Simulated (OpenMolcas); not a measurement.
**Os V: effect of the active space**

- Program: OpenMolcas
- Method: SS-CASPT2 or its RAS form, IPEA 0.25 Eh, imaginary shift 0.1 Eh
- Basis: ANO-RCC-VQZP
- Scalar Hamiltonian: DKH2, point nucleus
- Spin-orbit coupling: RASSI with atomic mean-field integrals over the reference wave functions, term energies averaged over their components

A. 4 electrons in 5 orbitals (5d); 2S+1 = 5 even, 5 roots; 2S+1 = 3 even, 45 roots; 2S+1 = 1 even, 50 roots; closed shells correlated: 5s 5p; CASPT2 step of the order of 80 core-seconds
B. 10 electrons in 8 orbitals (RAS1 5p, at most 2 holes; RAS2 5d); 2S+1 = 5 even, 5 roots; 2S+1 = 3 even, 45 roots; 2S+1 = 1 even, 50 roots; closed shells correlated: 5s; CASPT2 step of the order of 3 core-minutes
C. 4 electrons in 10 orbitals (5d 6d); 2S+1 = 5 even, 5 roots; 2S+1 = 3 even, 45 roots; 2S+1 = 1 even, 50 roots; closed shells correlated: 5s 5p; CASPT2 step of the order of 13 core-minutes

Energies in cm⁻¹ above 5d⁴ ⁵D₀, the measured ground level; measured values from the list in Palmeri et al., Atoms 14, 22 (2026).

| Level | A | B | C | Measured |
| --- | --- | --- | --- | --- |
| 5d⁴ ⁵D₀ [63 %] | 0.0 | 0.0 | 0.0 | 0.0 |
| 5d⁴ ⁵D₁ | 4370 | 4500 | 4420 | 4311 |
| 5d⁴ ⁵D₂ | 8200 | 8400 | 8270 | 8083 |
| 5d⁴ ⁵D₃ | 11160 | 11430 | 11260 | 11018 |
| 5d⁴ ⁵D₄ [68 %] | 13140 | 13430 | 13260 | 12966 |
| 5d⁴ ³P₀(1) [51 %] | 18870 | 19260 | 18650 |  |
| 5d⁴ ³H₄ [57 %] | 20960 | 21210 | 20930 | 20374 |
| 5d⁴ ³G₃ [61 %] | 24730 | 25010 | 24610 | 23942 |
| 5d⁴ ³F₂(1) [67 %] | 25280 | 25650 | 25110 |  |
| 5d⁴ ³P₁(1) | 25440 | 26110 | 25250 | 24680 |
| 5d⁴ ³H₅ | 26000 | 26370 | 26050 | 25344 |
| 5d⁴ ³H₆ [73 %] | 28280 | 28580 | 28430 | 27669 |
| 5d⁴ ³G₄ [50 %] | 30690 | 31210 | 30680 |  |
| 5d⁴ ³G₅ | 37840 | 38510 | 38020 | 37016 |
| 5d⁴ ³D₁ | 39580 | 40250 | 39480 | 38536 |
| 5d⁴ ¹I₆ [73 %] | 40020 | 40410 | 40300 | 39284 |
| 5d⁴ ¹S₀(1) [75 %] | 45580 | 46570 | 45750 |  |
| 5d⁴ ¹F₃ [63 %] | 47840 | 48410 | 47950 | 46549 |
| 5d⁴ ³P₂(2) [71 %] | 51560 | 51850 | 51560 |  |
| 5d⁴ ³F₄(2) [54 %] | 54920 | 55090 | 55150 |  |
| 5d⁴ ³F₂(2) [62 %] | 57020 | 57770 | 56990 |  |
| 5d⁴ ³F₃(2) | 57660 | 58140 | 57740 | 55872 |
| 5d⁴ ³P₁(2) | 58120 | 58770 | 58020 | 55988 |
| 5d⁴ ³P₀(2) | 61200 | 61990 | 61080 |  |

Deviations, from unrounded energies. A percentage is the sum of absolute deviations over the sum of measured energies, with the sign that they share, or ± where signs differ.

| Against measurement | Levels | A | B | C |
| --- | --- | --- | --- | --- |
| mean absolute deviation (cm-1) | 15 | 780 | 1200 | 820 |
| fine structure of the ground term (%) | 4 | +1.3 | +3.8 | +2.3 |
| other terms of the ground configuration (%) | 11 | +2.8 | +4.2 | +2.9 |

A, C lie about equally close to measurement and B furthest from it. The largest miss of A in the table is 5d⁴ ³P₁(2), by +2100 cm-1. The ranking rests on the paired levels alone, and a cruder setting can come out closer through cancelling errors.

The two smallest mean deviations differ by little beside CASPT2's spread within terms, so their order carries little weight.

Among A to C the level of the table that moves most is 5d⁴ ¹S₀(1) [75 %], by 990 cm-1 (lowest in A, highest in B). Moves below CASPT2's spread within the term are not significant.

Term energies are means over components that CASPT2 splits; among the terms shown or strongly mixed into the levels shown the widest spread is 370 cm-1 (5d⁴ ¹G(2), A). Active for correlation alone: 5p; no level in the range computed is led by a configuration that opens it, so any true level of that kind is missing (holds for B). Active for correlation alone: 6d; no level in the range computed is led by a configuration that fills it, so any true level of that kind is missing (holds for C). The CASPT2 spread within a term exceeds the gap to the next term for 5d⁴ ¹I and 5d⁴ ³D, so the order of their levels is uncertain (holds for C). Measured partners are found by configuration, term and J. A level has none where our copy of the source lacks it or the pairing is in doubt (some pairs that miss far off the trend of their configuration count as doubtful), and it then counts in no deviation. Levels of configurations outside the active space are missing. The table leaves out levels that lie high or whose names do not pair safely across all columns.

A share in square brackets marks a mixed level and gives the weight of the term that names it, the lowest over the columns. A number in round brackets counts repeated terms of one configuration in the order of the reference energies.
